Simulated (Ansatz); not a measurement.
Gas-phase electronic energies from Ansatz, PBE0-D4/def2-TZVP geometries. CCSD(T)/CBS adds triple-zeta CCSD(T) − MP2 to the extrapolated MP2 energy (def2 sets, frozen cores). DFT in def2-TZVPP. B3LYP here is the variant with VWN-RPA as its local correlation; programs differ in this. Each species was taken in one conformer, which may not be the lowest.

`C=C(O)B(C)N` → `C/N=C(\C)BO`  (isomerisation)

CCSD(T)/CBS gives +47.5 kJ/mol.

Task: Another level gave +48.9 kJ/mol. Which?
A. MP2/def2-TZVPP
B. r2SCAN/def2-TZVPP
C. SCS-MP2/def2-TZVPP
D. B3LYP-D4/def2-TZVPP

Result: D. B3LYP-D4 48.9, MP2/def2-TZVPP 44.6, r2SCAN 54.1, SCS-MP2/def2-TZVPP 38.5 kJ/mol.

Largest T1 diagnostic among the species: 0.012.

In def2-TZVPP, CCSD(T) changes the Hartree–Fock value by +5.5 kJ/mol (the triples alone add −0.3 kJ/mol) and MP2 by +6.3 kJ/mol.
